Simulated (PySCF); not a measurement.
## CuH4PS: core ionisation energies

Compound: Cu(PH3)(SH) (singlet state).
Geometry (PBE0-D3(BJ)/def2-SVP, Å), atoms numbered from 1 in this order:
```xyz
7
CuH4PS angstrom
Cu     0.163    0.080   -0.922
P      0.149    0.052    1.270
H     -0.859    0.753    1.982
H      1.272    0.569    1.967
H      0.046   -1.183    1.962
S      0.237    0.124   -3.069
H     -1.008   -0.395   -3.190
```

Level of theory: delta-SCF UKS SCAN, pcX-2 on the ionised atom (unc-x2c-TZVPall on a metal), pcseg-1 elsewhere, spin-free X2C in PySCF 2.14.0. Vertical ΔSCF values, vacuum level as zero.

**Question.** What binding energy does each computed site have?

**Answer.** 
```
atom(s)                      environment     level  binding energy (eV)  2p1/2 (eV)  count
    Cu1         copper bonded to P and S  Cu 2p3/2               938.31      958.97      1
     P2  phosphorus bonded to Cu and 3 H   P 2p3/2               138.20      139.10      1
     P2  phosphorus bonded to Cu and 3 H      P 1s              2151.86           –      1
     S6        sulfur bonded to Cu and H      S 1s              2475.26           –      1
```

**Question.** What is the longest wavelength that can ionise S 1s of S6 vertically?

**Answer.** λ = hc/E = 12398.42 eV Å / 2475.26 eV = 5.009 Å.

Not every level is listed. 2p3/2 and 2p1/2 are the ΔSCF energy of one spin-free 2p hole plus the eigenvalues of a spin–orbit and ligand-field matrix of the shell. 2p1/2 minus 2p3/2 (ligand field included): Cu 20.66 eV, P 0.89 eV. Satellites of the metal's 2p lines aren't described. Geometry: PBE0-D3(BJ)/def2-SVP; no solvent, vibrations or thermal averaging. Metal 2p energies of this one-determinant scheme are less reliable than its 1s energies.

Time: 15 s of wall time. Hardware: an Arm Neoverse V2 with one thread, no GPU, on a shared host.
